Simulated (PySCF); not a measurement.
## A small calculation by hand: oscillator strength and radiative lifetime

GaHBr2, SMILES [Br][GaH][Br].

Coordinates come from a ωB97X-D3(BJ)/def2-SVP optimisation. The structure was generated by enumeration; whether it is a known compound was not checked.

PySCF with TDDFT-PBE0/def2-SVPD puts the first singlet state with f over 0.02 at 6.05 eV (vertical), with the transition dipole (0.000, -0.829, 0.000) in atomic units.

Q: Find the oscillator strength, the wavelength and the radiative lifetime that this transition would have in vacuum if emission retraced absorption.

A: 
|μ|² = 0.6872 au, so |μ| = 2.11 D. ΔE = 6.05/27.211 = 0.2223 hartree. f = (2/3) ΔE |μ|² = 0.102 (the program prints 0.102).
λ = 1239.84/6.05 = 205 nm; ν = 48797 cm⁻¹.
Einstein's coefficient A = 0.6670 ν² f s⁻¹ (ν in cm⁻¹) = 1.6e8 s⁻¹, so τ = 1/A = 6.2 ns. This state is S4; the lower singlets have f = 0.000, 0.001, 0.012. The figure is the radiative limit of this one transition; relaxation, internal conversion, crossing to triplets and a medium change what is measured.
